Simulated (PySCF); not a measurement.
A structure optimised at PBE-D3(BJ)/def2-SVP, used in a PySCF frequency run:

```
Bi
F 1 2.0758
C 1 2.2914 2 92.93
H 3 1.1062 1 110.74 2 98.73
H 3 1.1071 4 109.95 1 115.86
H 3 1.1072 4 110.36 5 121.80
C 1 2.2914 2 92.93 5 -84.12
H 7 1.1062 1 110.74 2 -98.73
H 7 1.1071 8 109.95 1 -115.86
H 7 1.1072 8 110.36 9 -121.80
```

Q: Write its SMILES, formula and point group.

A: [CH3][Bi]([CH3])[F], C2H6BiF, Cs

Q: What are its rotational constants (standard atomic weights)?

A: 3.3152, 3.2818, 2.8278 GHz
